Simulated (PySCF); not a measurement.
A GIAO shielding run with PySCF 2.14 (density fitting, non-relativistic, gas phase) on SMILES CO[Si@H]([SiH2][C@@H](CC)Cl)Cl, C$_{4}$H$_{12}$Cl$_{2}$OSi$_{2}$:

```
$ OMP_NUM_THREADS=1 python probes_run.py task.json out

{"job": {"kind": "nmr", "xc": "PBE0", "basis": "pcSseg-1"}, "charge": 0, "multiplicity": 1}
C     -3.973800     0.242847     0.048708
C     -2.667916    -0.542908     0.072172
C     -1.438167     0.343296     0.061321
Cl    -1.372680     1.319452     1.570311
Si     0.227018    -0.603857     0.040508
Si     1.947529     0.919466     0.072748
Cl     2.016343     2.145598    -1.553564
O      3.178303    -0.131785    -0.011746
C      4.540138     0.104775    -0.234182
H     -4.024061     0.870314    -0.838802
H     -4.823583    -0.435115     0.042407
H     -4.047171     0.880533     0.926091
H     -2.639170    -1.184647     0.954119
H     -2.611727    -1.186656    -0.808781
H     -1.522284     1.075162    -0.744430
H      0.172074    -1.497539    -1.133079
H      0.199542    -1.467733     1.227360
H      2.134654     1.855011     1.187014
H      4.988298     0.600239     0.629025
H      4.681221     0.733709    -1.115517
H      5.026519    -0.857381    -0.392157
```

Hardware: 1 thread of an Arm Neoverse V2, shared host. The job also computes population analyses, field gradients.

Question: How large is the calculation?

Answer: 106 electrons, 241 basis functions and 1345 auxiliary functions.

Question: How long does it take, and how much memory does it need?

Answer: 60 s of wall time, with 13 SCF cycles and 5 response iterations; peak memory 1.1 GiB. Times on a shared host scatter by some tens of per cent.
